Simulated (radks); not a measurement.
The numbers below are computed, except where a source is named.
Species: Mg. Configuration: [Ne] 3p2 (not the ground configuration).

Level of theory: non-relativistic Kohn-Sham, PBE, spin-polarised, spherical densities, point nucleus; open shells are filled with parallel spins first (a radial shooting solver on a logarithmic mesh with Libxc functionals).

Energy parts (hartree):
total: -199.71821
kinetic: 199.36993
electron-nucleus: -477.20947
Hartree: 94.37320
exchange-correlation: -16.25187

Orbitals (lengths in bohr, moments of r in powers of bohr; r(90%) holds 90 % of the orbital's charge):
[
 {"orbital": "1s up", "occ.": "1", "eigenvalue (hartree)": "-46.33399", "<r^2>": "0.02309", "r(90%)": "0.234"},
 {"orbital": "1s down", "occ.": "1", "eigenvalue (hartree)": "-46.33149", "<r^2>": "0.02309", "r(90%)": "0.234"},
 {"orbital": "2s up", "occ.": "1", "eigenvalue (hartree)": "-3.05547", "<r^2>": "0.5868", "r(90%)": "1.11"},
 {"orbital": "2s down", "occ.": "1", "eigenvalue (hartree)": "-3.05103", "<r^2>": "0.5861", "r(90%)": "1.11"},
 {"orbital": "2p up", "occ.": "3", "eigenvalue (hartree)": "-1.84594", "<r^2>": "0.6071", "r(90%)": "1.17"},
 {"orbital": "2p down", "occ.": "3", "eigenvalue (hartree)": "-1.84054", "<r^2>": "0.6054", "r(90%)": "1.17"},
 {"orbital": "3p up", "occ.": "2", "eigenvalue (hartree)": "-0.11145", "<r^2>": "17.96", "r(90%)": "6.05"}
]

The highest occupied level is 3p up at -3.033 eV. Spin moment in Bohr magnetons: 2. The spin density at the nucleus is -0.03916 e/bohr^3 (1s -0.03535, 2s -0.00381), a Fermi contact field of -2.05 T.
